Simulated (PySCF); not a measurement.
CH₉NO₂Si₂, SMILES [SiH](O)(O)CN[SiH3].

Geometry optimised at B3LYP-D3(BJ)/def2-SVP. The structure was generated by enumeration, and PubChem lists no compound with its InChIKey, so it may never have been made. One conformer was computed; it need not be the lowest.

These are TDA-PBE/def2-SVPD (PySCF) values and carry that method's errors.

Vertical excitations. Isolated molecule, no solvent.

Question: List the lowest excited states. (The exact figures need the calculation; the answer reports its results.)

Answer: 
```tsv
state	energy (eV)	λ (nm)	f	main pairs
S1	5.05	246	0.011	HOMO→LUMO 99 %
S2	5.40	230	0.001	HOMO→LUMO+1 99 %
S3	5.98	207	0.049	HOMO→LUMO+2 98 %
S4	6.11	203	0.004	HOMO→LUMO+3 94 %
S5	6.36	195	0.024	HOMO→LUMO+4 90 %
S6	6.44	193	0.003	HOMO→LUMO+5 100 %
T1	4.80	258	0	HOMO→LUMO 100 %
T2	5.31	233	0	HOMO→LUMO+1 99 %
```
Triplets are in the Tamm–Dancoff approximation.
